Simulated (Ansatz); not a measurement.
FH5NOSbSi, SMILES `N[SiH](F)[O][SbH2]`. The species carries charge 0 and has multiplicity 1. Sb takes the def2 core potential. Geometry: relaxed with PBE0-D4/def2-TZVP. It is one conformer, not always the lowest.

```xyz
10

N    -1.162   -0.756   -0.734
Si   -0.603    0.844   -0.525
F    -1.773    1.558    0.296
O     0.794    0.828    0.283
Sb    1.245   -0.379    1.789
H    -2.149   -0.940   -0.813
H    -0.621   -1.428   -1.254
H    -0.392    1.651   -1.743
H     2.827    0.273    1.905
H     1.833   -1.651    0.795
```

**Question.** What is the dipole moment at B3LYP/def2-TZVPP? (Estimate.)

**Answer.** Ansatz gave: 2.53 D, with components (0.13, -2.53, -0.02) D in this frame, pointing from negative to positive charge.

**Question.** And with PBE, r2SCAN, ωB97M-V? (Estimate.)

**Answer.** Ansatz gave: PBE 2.46 D, r2SCAN 2.51 D, ωB97M-V 2.58 D.

**Question.** Give the Mulliken charges with B3LYP, PBE, r2SCAN in def2-TZVPP. (Estimate.)

**Answer.** Computed: 
```
atom  B3LYP    PBE  r2SCAN
  N1  -0.41  -0.39   -0.46
 Si2   0.76   0.63    0.78
  F3  -0.34  -0.29   -0.33
  O4  -0.59  -0.51   -0.60
 Sb5   0.64   0.56    0.63
  H6   0.15   0.16    0.17
  H7   0.14   0.15    0.16
  H8  -0.11  -0.10   -0.11
  H9  -0.11  -0.09   -0.11
 H10  -0.13  -0.11   -0.13
```

B3LYP here is the variant with VWN-RPA as its local correlation; programs differ in this.
